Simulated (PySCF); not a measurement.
Computed shifts of a molecule C2H4FNOSi, PBE/pcSseg-1 (PySCF), GIAO, gas phase, equivalent atoms averaged, in ppm (number of nuclei): ²⁹Si: 6.9 (1). ¹³C: 210.6 (1), 122.2 (1). ¹⁵N: 525.6 (1). ¹⁹F: -206.9 (1). ¹H: 9.43 (1), 6.73 (1), 6.50 (1), 2.71 (1). References: ¹⁷O against H2O (σ = 334.3 ppm); ²⁹Si against TMS (σ = 335.4 ppm); ¹³C against TMS (σ = 182.0 ppm); ¹⁵N against NH3 (σ = 267.0 ppm); ¹⁹F against CFCl3 (σ = 133.6 ppm); ¹H against TMS (σ = 31.49 ppm), references at their B3LYP-D3(BJ)/def2-TZVP geometries, non-relativistic. Geometry optimised at r2SCAN-D4/def2-SVP. Other conformers were not sampled.

Identify the compound among the candidates.
A. O=C=N[SiH2]CF
B. O[Si@@H]1C=N[C@@H]1F
C. F[C@@H]1N=CO[SiH2]1
D. N[Si@]1(F)C=CO1

B, O[Si@@H]1C=N[C@@H]1F
